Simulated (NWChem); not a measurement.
System: p-cresol (C$_{7}$H$_{8}$O); SMILES Cc1ccc(O)cc1

```xyz
16

C     -0.0080    -2.8995     0.0155
C     -0.0055    -1.3908    -0.0118
C      1.1986    -0.6602    -0.0106
C      1.2062     0.7419    -0.0023
C     -0.0072     1.4562     0.0033
O     -0.0648     2.8187     0.0080
C     -1.2219     0.7432    -0.0024
C     -1.2104    -0.6560    -0.0105
H     -0.8998    -3.3154    -0.4944
H      0.8923    -3.3188    -0.4762
H     -0.0199    -3.2874     1.0576
H      2.1595    -1.1993    -0.0184
H      2.1638     1.2895    -0.0053
H      0.8475     3.1626     0.0090
H     -2.1657     1.3077    -0.0052
H     -2.1704    -1.1968    -0.0184
```
Atoms are numbered in this order, from 1.

Program: NWChem. The geometry was optimised at PBE-D3(BJ)/def2-SVP. Not confirmed as a minimum by frequencies.

For level TPSS/cc-pVTZ:

| Item | Value |
|---|---|
| highest occupied level (eV) | -5.18 |

How do the values read with level TPSS/cc-pVDZ instead?


| Quantity | Result |
|---|---|
| highest occupied level (eV) | -5.03 |
